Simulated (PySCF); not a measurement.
NMR data simulated for an unnamed compound:

¹H NMR (600 MHz, computed): δ 5.88 (br s, 1H), 5.35 (m, 1H), 5.01 (br s, 1H), 2.25 (s, 3H), 1.56 (m, 3H).

¹³C{¹H} NMR (computed): δ 196.4 (C), 161.6 (C), 107.3 (CH), 102.1 (CH2), 28.3 (CH3), 22.4 (CH3).

All values are calculated (PySCF): shielding tensors at PBE0/pcSseg-1 (GIAO), coordinates at the PBE0-D3(BJ)/def2-SVP level. Averaged over atoms made equivalent by symmetry, fast rotation or ring inversion, a single conformation, relativity neglected, isolated molecule.

References, each an isolated molecule treated in the same way: TMS for ¹H (31.27 ppm) and ¹³C (184.41 ppm).

Which of these does the molecule contain: a methoxy group, a carboxylic acid, a non-aromatic C=C double bond, a ketone, a (CH3)2CH unit?

Answers


- A methoxy group: no.
- A carboxylic acid: no.
- A non-aromatic C=C double bond: yes.
- A ketone: yes (δC 196.4).
- A (CH3)2CH unit: no.

The data belong to SMILES C=C(O[C@H](C)F)C(C)=O, C6H9FO2; they needn't prove each group on their own.

Carbon signals by region: 2 in the far downfield region (above 160 ppm), 2 in the sp2 and nitrile region (100–160 ppm), 2 below 50 ppm. Above 160 ppm: 196.4, ketone carbonyl carbon, 161.6, alkene carbon bearing oxygen.

Splittings by ¹⁹F in the carbon and heteronuclear signals aren't shown, as no couplings were computed. Shifts are as computed. Against solution values, carbons near 30 ppm lie about +2 ppm off and those near 130 ppm about +5 ppm. Of 1211 compounds with measured shifts, 218 miss one by over three times the rms of a fit or turn the order of signals round; such compounds aren't used in these exercises. Multiplicities follow the n + 1 count of equivalent neighbours, as no J values were calculated; m marks all less simple cases, F and P coupling included.
